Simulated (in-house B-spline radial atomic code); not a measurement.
Atomic self-consistent-field run: Cr³⁺. Level of theory: scalar-relativistic (X2C) AM05, spin-polarised, spherical fractional occupations, Fermi nucleus of rms radius 3.6452 fm; calculated with an all-electron radial atomic-structure program (B-spline basis).

Command:
```bash
python run_scf.py task.json out
```
Settings (nuclear radius in fm, mass in u):
```
Z                24
configuration    [Ar] 3d3
hamiltonian      x2c
method           am05
spin_polarised   True
nucleus          fermi
rms_radius       3.6452
atomic_mass      51.9405
speed_of_light   137.035999084
```

Output (hartree, bohr):
```
 radial grid: 68 intervals, B-splines of order 8, outer radius 18.6486 bohr

 iter        energy (Eh)    residual
    1       -1036.218023    6.07e-01
    2       -1042.513663    4.56e-01
    3       -1046.305682    1.01e-01
    4       -1046.581463    2.02e-02
    5       -1046.586915    1.45e-02
    6       -1046.591789    1.05e-03
    7       -1046.591803    1.14e-04
    8       -1046.591803    1.96e-05
    9       -1046.591803    4.55e-07
   10       -1046.591803    6.82e-09

 total energy                     -1046.59180
 kinetic                            1058.3700
 electron-nucleus                  -2471.3951
 Hartree                             412.2589
 exchange-correlation                -45.8257

 orbital      occ     eigenvalue          <r>       <r^2>       <1/r>       r_max
 1s up      1.000      -216.9081    0.0633632    0.005412     24.1226     0.04135
 1s down    1.000      -216.9084    0.0633628  0.00541191     24.1227     0.04135
 2s up      1.000       -25.9438     0.293695    0.101996     5.07928       0.244
 2s down    1.000       -25.8904     0.293216    0.101643     5.08791      0.2438
 2p up      3.000       -22.0557     0.260362   0.0834898     4.94656      0.1978
 2p down    3.000       -22.0150     0.259837   0.0831197     4.95414      0.1977
 3s up      1.000        -4.1744     0.888547    0.909053     1.59692      0.7734
 3s down    1.000        -4.0489       0.8909    0.914097     1.59043      0.7744
 3p up      3.000        -3.1178     0.937392     1.03018     1.46514      0.7908
 3p down    3.000        -2.9938     0.941673     1.04051     1.45718      0.7925
 3d up      3.000        -1.4839      1.09367     1.48741     1.17427      0.7882

 Slater integrals (Eh)
   F0(3p up,3p up)               0.963312
   F2(3p up,3p up)               0.483386
   F0(3p up,3p down)             0.961255
   F2(3p up,3p down)             0.482377
   F0(3p up,3d up)               0.894267
   F2(3p up,3d up)               0.427828
   G1(3p up,3d up)               0.530993
   G3(3p up,3d up)               0.323031
   F0(3p down,3p down)           0.959210
   F2(3p down,3p down)           0.481379
   F0(3p down,3d up)             0.892558
   F2(3p down,3d up)             0.427174
   F0(3d up,3d up)               0.839528
   F2(3d up,3d up)               0.395279
   F4(3d up,3d up)               0.247289
```

Run time, properties included: 0.42 s on 1 thread of Arm Neoverse N1 (shared host).
